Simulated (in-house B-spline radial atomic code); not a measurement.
Configurations of Rh, with energies counted from [Kr] 4d8 5s1. Method: scalar-relativistic (X2C) BHandHLYP, spin-polarised, spherical fractional occupations, Fermi nucleus of rms radius 4.4945 fm. Calculated with an all-electron radial atomic-structure program (B-spline basis). Shells without spins written out take the highest spin.

Caution: exact exchange at fractional occupations of open shells leaves self-interaction of up to several eV.

Occupations are held fixed; configurations that lie above the ionisation limit could autoionise.

```
                         configuration  E - E(ref) (eV)  highest orbital  its <r> (bohr)
                          [Kr] 4d8 5d1           6.2515            5d up           12.46
[Kr] 4d(4 up, 4 down) 5f(0 up, 1 down)           9.2921          5f down           34.36
             [Ar] 3d10 4s2 4p5 4d8 5s2           52.473          5s down           3.201
         [Ar] 3d10 4s2 4p5 4d8 5s1 6f1           60.127            6f up            49.8
          [Ar] 3d9 4s2 4p6 4d8 5s1 5p1           326.44            5p up           4.416
          [Ar] 3d9 4s2 4p6 4d8 5s1 6s1           327.97            6s up           8.572
          [Ar] 3d9 4s2 4p6 4d8 5s1 6d1           329.71            6d up           21.67
          [Ar] 3d9 4s2 4p6 4d8 5s1 6f1           330.11            6f up            49.8
```

**Question.** Order these further configurations by energy, lowest first.
A. [Ar] 3d9 4s2 4p6 4d8 5s1 5d1
B. [Ar] 3d9 4s2 4p6 4d8 5s2
C. [Ar] 3d10 4s2 4p(3 up, 2 down) 4d(4 up, 4 down) 5s(0 up, 1 down) 6s(0 up, 1 down)
D. [Kr] 4d(4 up, 4 down) 5s(0 up, 1 down)
E. [Kr] 4d8 5f1

**Answer.** D (2.4927 eV), E (6.9282 eV), C (62.295 eV), B (322.48 eV), A (329.29 eV).

**Question.** How far above the reference does [Ar] 3d(5 up, 4 down) 4s2 4p6 4d(4 up, 4 down) 5s(0 up, 1 down) 5d(1 up, 0 down) lie?

**Answer.** 332.38 eV; its least bound orbital is 5d up with <r> = 11.97 bohr.

**Question.** How far above the reference does [Ar] 3d(4 up, 5 down) 4s2 4p6 4d(4 up, 4 down) 5s(0 up, 1 down) 6d(0 up, 1 down) lie?

**Answer.** 332.79 eV; its least bound orbital is 6d down with <r> = 21.73 bohr.

**Question.** How far above the reference does [Kr] 4d(3 up, 5 down) 5s(1 up, 0 down) lie?

**Answer.** 0.29981 eV; its least bound orbital is 4d up with <r> = 1.679 bohr.
